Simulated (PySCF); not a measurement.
I3In, SMILES [I][In+]([I])[I] (connectivity only; charge and spin as stated), charge +1, multiplicity 2.

Coordinates come from a PBE-D3(BJ)/def2-SVP optimisation. The def2 effective core potentials stand for the cores of I, In; spin–orbit coupling is left out.

Level of theory: PBE-D3(BJ)/def2-SVP (PySCF 2.14.0).

Frequencies are harmonic and unscaled.

Modes within 1.5 cm⁻¹ of each other (mostly degenerate sets) share a row, with their intensities summed.

Computed normal modes with their intensities:
```json
[
 {"mode": "1–2", "ν (cm⁻¹)": "17", "IR (km/mol)": "0.0", "moving atoms (share of kinetic energy)": "I 82 %, In 18 %"},
 {"mode": "3", "ν (cm⁻¹)": "50", "IR (km/mol)": "0.9", "moving atoms (share of kinetic energy)": "In 77 %, I 23 %"},
 {"mode": "4", "ν (cm⁻¹)": "135", "IR (km/mol)": "0.0", "moving atoms (share of kinetic energy)": "I 100 %"},
 {"mode": "5–6", "ν (cm⁻¹)": "192", "IR (km/mol)": "0.6", "moving atoms (share of kinetic energy)": "In 59 %, I 41 %"}
]
```
